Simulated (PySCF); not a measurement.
A structure optimised at PBE0-D3(BJ)/def2-SVP, used in a PySCF frequency run:

```
O
Si 1 1.6853
H 2 1.4878 1 107.24
H 2 1.4888 3 110.89 1 118.26
H 2 1.4888 3 110.89 4 123.49
Mo 1 1.8386 2 162.04 3 180.00
O 6 1.6669 1 109.85 2 58.54
O 6 1.6669 7 106.71 1 119.03
Cl 6 2.2714 7 109.62 8 118.63
```

**Question.** Write its SMILES, formula and point group.

**Answer.** [O]=[Mo](=[O])([Cl])[O][SiH3], ClH₃MoO₃Si, Cs

**Question.** What are its rotational constants (standard atomic weights)?

**Answer.** 2.5326, 0.94333, 0.82208 GHz
